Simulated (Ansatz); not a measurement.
A nudged elastic band was laid between two geometries of C3H7IO2 (13 atoms, charge 0, multiplicity 1).

Level of theory: RKS BLYP-D4/def2-SVP in Ansatz.

```yaml
movable_images: 5
climbing_image: yes
spring: 5.0 eV/Å²
optimiser: quadratic models (default)
start_path: through a guess of the saddle point
force_threshold: 0.03 eV/Å
iteration_limit: 60
end_points: relaxed
```

First end point:

```xyz
13
Properties=species:S:1:pos:R:3
C -0.064 -1.337 1.000
C 0.361 -0.644 -0.300
C -0.175 0.778 -0.493
O 0.336 1.289 -1.667
O 0.008 1.631 0.602
I -2.496 0.705 -0.663
H 0.460 -2.307 1.107
H -1.154 -1.527 1.013
H 0.176 -0.711 1.882
H 1.470 -0.534 -0.333
H 0.087 -1.241 -1.191
H 0.038 2.221 -1.733
H 0.973 1.641 0.790
```

Last end point:

```xyz
13
Properties=species:S:1:pos:R:3
C 0.042 -1.271 1.005
C 0.384 -0.674 -0.364
C -0.014 0.789 -0.561
O 0.405 1.250 -1.760
O 0.321 1.670 0.440
I -2.498 0.800 -0.578
H 0.414 -2.312 1.071
H -1.053 -1.285 1.175
H 0.521 -0.700 1.828
H 1.487 -0.680 -0.518
H -0.061 -1.263 -1.188
H 0.243 2.217 -1.785
H -0.171 1.425 1.251
```

(1) What changes between the two ends?

(2) Give the energies along the band, and the barrier.

(3) What is the geometry of the highest image?

The band took 16 iterations and about 14 core-minutes.

Results:

(1) No bond is made or broken. The dihedral I6–C3–O5–H13 goes from 175 to 51°.

(2) It converged. The highest image is number 1 of 0 to 6, 0.7 kJ/mol above the first end and 22.8 kJ/mol above the last; the last end lies 22.2 kJ/mol below the first. Beside the main top the profile has a ripple of under 15 meV (maxima at images 1, 4), which may be a very shallow well or noise. The top lies less than 8 meV above the higher end, about what the thresholds resolve: that end is a shoulder or a very shallow well. A vibrational analysis at the climbing image gives one clearly imaginary mode, 194i cm⁻¹: a first-order saddle point.

| image | path coordinate (Å) | energy (kJ/mol) | dihedral I6–C3–O5–H13 (°) |
| --- | --- | --- | --- |
| 0 | 0.00 | 0.0 | 175 |
| 1 | 0.46 | 0.7 | -153 |
| 2 | 1.04 | -6.8 | -105 |
| 3 | 1.62 | -13.3 | -64 |
| 4 | 2.20 | -12.4 | -30 |
| 5 | 2.79 | -17.0 | 20 |
| 6 | 3.37 | -22.2 | 51 |

(3) 
```xyz
13
Properties=species:S:1:pos:R:3
C -0.073 -1.382 0.998
C 0.359 -0.673 -0.290
C -0.142 0.765 -0.442
O 0.407 1.317 -1.583
O 0.037 1.565 0.690
I -2.472 0.715 -0.690
H 0.417 -2.372 1.074
H -1.169 -1.535 1.021
H 0.205 -0.784 1.887
H 1.470 -0.583 -0.323
H 0.064 -1.240 -1.194
H -0.006 2.195 -1.724
H 0.923 1.978 0.591
```

The run took 7.3 min on 2 threads of Arm Neoverse N1 (shared host), peak memory 0.21 GiB.
